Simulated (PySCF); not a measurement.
C6H7B.
Z-matrix (Å and degrees, PBE0-D3(BJ)/def2-SVP geometry), rows numbered from 1:
```
B 
C   1  1.5278
C   2  1.3749  1  128.71
C   3  1.4209  2  129.10  1     0.03
C   4  1.3750  3  130.19  2    -0.04
C   5  1.4209  4  130.19  3     0.05
C   6  1.3749  5  129.10  4    -0.02
H   1  1.2140  2  118.01  3   179.97
H   2  1.0976  1  117.47  3  -179.97
H   3  1.0976  2  117.27  1  -179.99
H   4  1.0951  3  114.70  2   179.99
H   5  1.0951  4  115.11  3  -179.98
H   6  1.0976  5  113.62  4   179.99
H   7  1.0976  1  117.47  2  -179.99
```

Computed with TDDFT PBE0/def2-SVPD, vertical, gas phase, core orbitals frozen in the response in PySCF.

Kohn–Sham orbitals with the atoms that hold most of them (Löwdin shares over 4%, at most four atoms; ? is withheld):

```json
{"orbital": "HOMO-3", "ε (eV)": "-8.82", "atoms": "C2 21%, C7 21%, B1 18%, H14 8%"}
{"orbital": "HOMO-2", "ε (eV)": "-8.65", "atoms": "B1 34%, H8 28%, C7 9%, C2 9%"}
{"orbital": "HOMO-1", "ε (eV)": "-8.34", "atoms": "?"}
{"orbital": "HOMO", "ε (eV)": "?", "atoms": "C7 17%, C2 17%, C4 16%, C5 16%"}
{"orbital": "LUMO", "ε (eV)": "-2.08", "atoms": "?"}
{"orbital": "LUMO+1", "ε (eV)": "-1.59", "atoms": "B1 23%, C3 17%, C6 17%, C2 10%"}
{"orbital": "LUMO+2", "ε (eV)": "0.53", "atoms": "B1 18%, C5 10%, C4 10%, H12 9%"}
```

Question: Which atoms hold the LUMO, and with what shares?

Answer: C7 (bonded to B, C and H) 19%; C2 (bonded to B, C and H) 19%; C4 (bonded to 2 C and H) 16%; C5 (bonded to 2 C and H) 16%.

Question: Give the leading atoms of the HOMO-1.

Answer: C3 (bonded to 2 C and H) 22%; C6 (bonded to 2 C and H) 22%; C2 (bonded to B, C and H) 15%; C7 (bonded to B, C and H) 15%.

Question: What is the HOMO energy, and the HOMO–LUMO gap?

Answer: ε(HOMO) = -7.18 eV; the gap is 5.09 eV (0.1872 hartree).

Question: How does S1 compare with the orbital gap of 5.09 eV?

Answer: S1 is at 4.60 eV (f = 0.040), 0.49 eV below the gap, made of HOMO→LUMO+1 (71%), HOMO-1→LUMO (28%). Its leading pair isn't HOMO and LUMO; the energies of that pair differ by 5.59 eV. Without the coupling terms of the response equations the lowest excitation would equal the gap.

Question: Give energy, strength and leading configuration of S1, S2, S3, S5 and S8, and follow the Löwdin shares of the leading atoms from the occupied to the empty orbital.

Answer: 
- S1 (4.60 eV, f 0.040), HOMO→LUMO+1 (71%): C7 17% → at most 10%, C2 17% → 10%, B1 at most 16% → 23%, C3 at most 16% → 17%
- S2 (4.67 eV, f 0.133), HOMO→LUMO (90%): C7 17% → 19%, C2 17% → 19%
- S3 (5.12 eV, f 0.0000), HOMO-2→LUMO (99%): B1 34% → at most 16%, H8 28% → at most 16%, C7 9% → 19%, C2 9% → 19%
- S5 (5.51 eV, f 0.0040), HOMO-2→LUMO+1 (99%): B1 34% → 23%, H8 28% → at most 10%, C3 at most 9% → 17%
- S8 (6.27 eV, f 0.343), HOMO-1→LUMO+1 (87%): C3 22% → 17%, C6 22% → 17%, B1 at most 15% → 23%
